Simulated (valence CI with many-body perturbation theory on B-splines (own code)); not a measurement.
## Energy levels of Cs34+

Calculated by configuration interaction combined with many-body perturbation theory (CI+MBPT): three valence electrons over a frozen Dirac-Fock core [Ar], a basis of 7 s, 7 p, 8 d, 6 f, 4 g, 1 h functions for each j, with the one-electron correlation potential Σ1 (screened to all orders), the two-electron term Σ2, the three-electron term Σ3, Breit, model QED; selected single and double excitations, second order for the rest, scaled by the run's own slope (own B-spline code, finite nucleus).

The last digits are not significant, and no measured levels were compared; by estimate large intervals hold to a few tenths of a per cent, small ones and those within an open d or f shell to about a per cent. Only levels of the ground parity were solved; by the run's estimate the other parity begins above the list, which can be wrong where configurations are misplaced.

Levels 1 to 19 of 19, with energies above the lowest level, (3d3/2^3) J=3/2. "Leading %" is the weight of the configuration and term that name the level; weights of strongly mixed levels are sums over their largest components and can fall short, so below about 35 % the name and the second component can differ from the true leading terms, or belong to a minority configuration. In the jj column 3d3/2^4 stands for four electrons in 3d with j = 3/2. Lifetimes count E1, E2, E3, M1 and M2 decay at the calculated energies, and are blank where another channel may lead or the interval is too uncertain; long ones can be off by a factor of two.

| No. | Configuration | Term | J | E (cm⁻¹) | Leading % | g | Second component | Lifetime | Leading jj |
| --- | --- | --- | --- | --- | --- | --- | --- | --- | --- |
| 1 | 3d³ | ⁴F | 3/2 | 0 | 63 | 0.597 | 28 % 3d³ ²D |  | 3d3/2^3 (90 %) |
| 2 | 3d³ | ⁴F | 5/2 | 99732 | 90 | 1.042 | 10 % 3d³ ²D | 33.1 μs | 3d3/2^2 3d5/2 (96 %) |
| 3 | 3d³ | ⁴P | 3/2 | 143630 | 42 | 1.268 | 32 % 3d³ ²P | 32.4 μs | 3d3/2^2 3d5/2 (92 %) |
| 4 | 3d³ | ⁴F | 7/2 | 145340 | 58 | 1.107 | 34 % 3d³ ²G | 451 μs | 3d3/2^2 3d5/2 (82 %) |
| 5 | 3d³ | ²G | 9/2 | 158130 | 43 | 1.099 | 31 % 3d³ ²H | 42.9 ms | 3d3/2^2 3d5/2 (92 %) |
| 6 | 3d³ | ⁴P | 1/2 | 167350 | 64 | 1.942 | 36 % 3d³ ²P | 93.9 μs | 3d3/2^2 3d5/2 (99 %) |
| 7 | 3d³ | ⁴P | 5/2 | 254510 | 73 | 1.459 | 18 % 3d³ ²D | 59.2 μs | 3d3/2^2 3d5/2 (61 %) |
| 8 | 3d³ | ²G | 7/2 | 256340 | 56 | 1.033 | 40 % 3d³ ⁴F | 13.6 μs | 3d3/2 3d5/2^2 (88 %) |
| 9 | 3d³ | ⁴F | 9/2 | 271850 | 52 | 1.126 | 48 % 3d³ ²H | 23.6 μs | 3d3/2 3d5/2^2 (85 %) |
| 10 | 3d³ | ²D | 3/2 | 300800 | 42 | 1.153 | 42 % 3d³ ⁴P | 8.80 μs | 3d3/2 3d5/2^2 (98 %) |
| 11 | 3d³ | ²P | 1/2 | 314880 | 64 | 1.384 | 36 % 3d³ ⁴P | 15.8 μs | 3d3/2 3d5/2^2 (99 %) |
| 12 | 3d³ | ²H | 11/2 | 327970 | 100 | 1.085 |  | 50.6 μs | 3d3/2 3d5/2^2 (100 %) |
| 13 | 3d³ | ²D | 5/2 | 347360 | 87 | 1.166 | 8 % 3d³ ⁴F | 22.5 μs | 3d3/2 3d5/2^2 (66 %) |
| 14 | 3d³ | ²F | 5/2 | 365850 | 66 | 1.044 | 19 % 3d³ ⁴P | 25.7 μs | 3d3/2 3d5/2^2 (85 %) |
| 15 | 3d³ | ²F | 7/2 | 382760 | 89 | 1.114 | 10 % 3d³ ²G | 31.6 μs | 3d3/2 3d5/2^2 (94 %) |
| 16 | 3d³ | ²G | 9/2 | 419880 | 57 | 1.113 | 22 % 3d³ ⁴F | 9.87 μs | 3d5/2^3 (92 %) |
| 17 | 3d³ | ²P | 3/2 | 436160 | 52 | 1.156 | 35 % 3d³ ²D | 10.4 μs | 3d5/2^3 (58 %) |
| 18 | 3d³ | ²D | 3/2 | 532670 | 90 | 0.863 | 7 % 3d³ ²P | 9.46 μs | 3d3/2 3d5/2^2 (58 %) |
| 19 | 3d³ | ²D | 5/2 | 564270 | 70 | 1.149 | 21 % 3d³ ²F | 5.48 μs | 3d5/2^3 (84 %) |

The ionisation energy to 3d² ³F2 of the next ion comes out as 2230.6 eV (NIST: 2230 ± 5 eV (theoretical)). All 19 levels together are meant to be complete up to 586830 cm⁻¹.
